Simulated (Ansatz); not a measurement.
Cost and result for the atomization energy of `[BH2][GeH2][SiH2]C` (13 atoms, 12 bonds).

```xyz
13

B     1.288   -0.726   -1.880
Ge    1.317   -0.892    0.151
Si   -0.138    0.828    0.972
C    -1.906    0.542    0.418
H     0.422   -1.244   -2.520
H     2.079   -0.034   -2.449
H     0.754   -2.231    0.669
H     2.706   -0.678    0.782
H     0.349    2.149    0.484
H    -0.056    0.840    2.460
H    -1.982    0.563   -0.671
H    -2.266   -0.430    0.763
H    -2.567    1.313    0.821
```

The species carries charge 0 and has multiplicity 1. Correlated methods include outer-core shells of Ge, which these sets cover unevenly. Scalar relativity is left out up to krypton. The geometry is a stationary point of PBE0-D4/def2-TZVP. It is one conformer, not always the lowest. Program: Ansatz. All runs use 4 threads of an Intel Xeon 6975P-C on a shared host. Times are those of one run each, without the atoms' runs, and a repeat can differ threefold. Electronic energies, without spin–orbit coupling; frozen cores. CCSD(T)/CBS adds CCSD(T) − MP2 in def2-TZVPP to the MP2 limit, and its time is that of the two runs behind it. T1 = 0.012. With those shells the extrapolation isn't a true limit.

CCSD(T)/CBS is a level of theory with its own doubt, some kJ/mol a heavy atom from the limit and from the frozen cores, so smaller differences don't rank the functionals.

| level | functions | wall time |
| --- | --- | --- |
| LDA (SPW92)/def2-TZVPP | 278 | 1.2 s |
| revPBE-D4/def2-TZVPP | 278 | 1.6 s |
| BLYP-D4/def2-TZVPP | 278 | 1.9 s |
| BHLYP-D4/def2-TZVPP | 278 | 2.7 s |
| PBE0-D4/def2-TZVPP | 278 | 2.8 s |
| CAM-B3LYP-D4/def2-TZVPP | 278 | 3.4 s |
| CCSD(T)/def2-SVP | 123 | 4.6 s |
| B2PLYP/def2-TZVPP | 278 | 5.5 s |
| ωB97X-V/def2-TZVPP | 278 | 6 s |
| B97M-V/def2-TZVPP | 278 | 7 s |
| MP2/def2-QZVPP | 543 | 22 s |
| CCSD(T)/def2-TZVPP | 278 | 75 s |
| CCSD(T)/CBS(def2) | – | 97 s |

(1) What atomization energy does each give, and how far from CCSD(T)/CBS? (Estimate.)

Answers

(1) Ansatz gave: 
| level | atomization (kcal/mol) | difference from CCSD(T)/CBS | per bond |
| --- | --- | --- | --- |
| LDA (SPW92)/def2-TZVPP | 1093.3 | 108.4 | 9.0 |
| revPBE-D4/def2-TZVPP | 966.6 | -18.3 | -1.5 |
| BLYP-D4/def2-TZVPP | 972.7 | -12.2 | -1.0 |
| BHLYP-D4/def2-TZVPP | 974.1 | -10.8 | -0.9 |
| PBE0-D4/def2-TZVPP | 980.2 | -4.7 | -0.4 |
| CAM-B3LYP-D4/def2-TZVPP | 987.7 | 2.8 | 0.2 |
| CCSD(T)/def2-SVP | 931.8 | -53.1 | -4.4 |
| B2PLYP/def2-TZVPP | 972.4 | -12.5 | -1.0 |
| ωB97X-V/def2-TZVPP | 989.9 | 5.0 | 0.4 |
| B97M-V/def2-TZVPP | 992.6 | 7.7 | 0.6 |
| MP2/def2-QZVPP | 972.1 | -12.8 | -1.1 |
| CCSD(T)/def2-TZVPP | 965.7 | -19.2 | -1.6 |
| CCSD(T)/CBS(def2) | 984.9 | 0.0 | 0.0 |

Leaving LDA and LC-ωPBE aside and taking each functional with its dispersion term where it has one, the values spread over 26.0 kcal/mol, from revPBE-D4 to B97M-V. LDA lies +116.8 kcal/mol from PBE without D4, its usual overbinding. From BLYP to BHLYP (50 % exact exchange), in def2-TZVPP and without D4, the atomization energy moves by +6.3 kcal/mol. In def2-TZVPP, CCSD(T) changes the Hartree–Fock value by +208.6 kcal/mol (the triples alone add +8.8 kcal/mol) and MP2 by +203.9 kcal/mol; breaking electron pairs costs correlation energy, which Hartree–Fock lacks.

For some Ge, Se and Sn compounds the MP2-based and the directly extrapolated limit differ by 10 to 25 kJ/mol.
